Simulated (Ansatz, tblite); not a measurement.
Removing and adding an electron: the cluster Li4S. Total charge 0; singlet. Geometry: B3LYP-D4/def2-TZVP. Ansatz, gas phase; energy differences of separate SCF runs; the oxidised species was run as a doublet alone; the reduced species was run as a doublet alone.

```xyz
5

Li    1.0616    3.1361   -0.3290
Li    1.2905    0.2616    0.6397
Li   -0.8678    0.8185   -0.7123
Li   -1.1430   -3.0710    0.2449
S    -0.3413   -1.1451    0.1567
```

The xTB rows come from tblite. Correlated methods freeze 5 core orbitals; core or outer-core shells of Li are correlated, in sets that lack core-valence functions. HOMO above LUMO, or a gap near zero within one spin, warns that the state may not be the lowest or that an electron is smeared out. Another isomer (singlet) lies 0.06 eV lower at PBE-D4/def2-TZVP.

```tsv
level	−HOMO (eV)	vertical IE (eV)	−LUMO (eV)	vertical EA (eV)	HOMO–LUMO gap (eV)	IE − EA (eV)	remarks
GFN1-xTB	9.53	11.59	8.16	6.29	1.37	5.30	–
GFN2-xTB	6.77	9.26	5.05	2.79	1.72	6.47	–
PBE-D4/def2-TZVP	2.86	4.91	1.70	–	1.16	–	–
PBE-D4/def2-TZVPD	2.87	–	1.72	0.63	1.14	–	HOMO above zero (-1 doublet), gap within one spin near zero (-1 doublet)
r2SCAN-D4/def2-TZVPD	2.85	–	1.15	0.55	1.70	–	HOMO above zero (-1 doublet), spin-contaminated (⟨S²⟩ 1.02) (-1 doublet)
PBE0-D4/def2-TZVP	3.40	4.88	1.17	–	2.23	–	–
PBE0-D4/def2-TZVPD	3.40	–	1.22	0.55	2.19	–	HOMO above zero (-1 doublet)
MP2/def2-TZVPP	–	4.57	–	–	–	–	restricted SCF unstable (singlet)
CCSD/def2-TZVPP	–	4.81	–	–	–	–	restricted SCF unstable (singlet)
CCSD(T)/def2-TZVPP	–	4.85	–	–	–	–	restricted SCF unstable (singlet)
```

Run but left out: HF/def2-TZVPP, r2SCAN-D4/def2-TZVP, HF/def2-TZVPD (singlet: restricted singlet, unstable towards broken spin symmetry); MP2/def2-TZVPD, CCSD/def2-TZVPD, CCSD(T)/def2-TZVPD (charge -1 doublet: ⟨S²⟩ 1.35, where a pure state has 0.75).   A HOMO above zero means that the electron is unbound at that level or that self-interaction error raises the level; the energy of removing that electron tells which. Raw xTB energy differences between charge states are shifted by several eV; the methods need an empirical correction for them.
